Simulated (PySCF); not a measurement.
Stepwise substitution at one centre (B Br-H). All species are isolated molecules in the gas phase. Strings in code marks are SMILES.

These are PySCF 2.14.0 with B3LYP-D3(BJ)/def2-TZVP // PBE0-D4/def2-TZVP values and carry that method's errors. All candidates: neutral, multiplicity 1. B3LYP has the VWN-RPA correlation part, as in Gaussian. Excitations are Tamm–Dancoff values on a coarser integration grid. The basis has no diffuse functions, so Rydberg states are missing or too high.

| Item | Value |
|---|---|
| HOMO–LUMO gap | 5.77 eV |
| LUMO | -2.21 eV |
| T1 excitation (TDA) | 4.15 eV |

### Question
Name which member has these values.
A. `BBr`
B. `BrB(Br)Br`
C. `BrBBr`

### Answer
A, `BBr`. The others give `BrBBr`: 6.06 eV, -2.20 eV, 4.65 eV; `BrB(Br)Br`: 5.79 eV, -2.23 eV, 4.44 eV
